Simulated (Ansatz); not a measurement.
Cartesian coordinates (Å):
SMILES: IB(F)I
```xyz
4

F     -0.0077     1.4954     0.0121
B     -0.0010     0.1855     0.0015
I     -1.8671    -0.8502    -0.0066
I      1.8758    -0.8308    -0.0071
```
Charge 0, multiplicity 1.

These are frozen-core CCSD(T)/def2-TZVPP // B3LYP-D3(BJ)/def2-TZVP (Ansatz, a quantum-chemistry and plane-wave program) values and carry that method's errors.

```
Item                            Value
----------------------  -------------
HF energy               -717.60776 Ha
MP2 correlation energy    -1.33623 Ha
```

Problem. Estimate the CCSD correlation energy, the (T) correction, the total energy and the T1 diagnostic.

Solution. 
* **CCSD correlation energy**: -1.27686 Ha
* **(T) correction**: -0.03411 Ha
* **CCSD(T) total energy**: -718.91873 Ha
* **T1 diagnostic**: 0.011
